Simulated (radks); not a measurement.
Valence configurations of S II (all share [Ne]). Method: scalar-relativistic Kohn-Sham, PBE, spin-polarised, spherical densities, finite nucleus; open shells are filled with parallel spins first; Fermi nuclear charge, rms radius 3.2611 fm; computed with a radial shooting solver on a logarithmic mesh with Libxc functionals. Order these by energy: 3s1 3p4; 3s2 3p3; 3s0.5 3p4.5; 3s1.5 3p3.5; 3p5.

Answer. From the lowest, in eV above it: 3s2 3p3 0.000; 3s1.5 3p3.5 5.368; 3s1 3p4 10.739; 3s0.5 3p4.5 17.637; 3p5 23.967. NIST lists [Ne] 3s2 3p3 as the ground configuration; this level of theory agrees among the configurations tried. The energies are those of spherical high-spin densities, not of single terms.
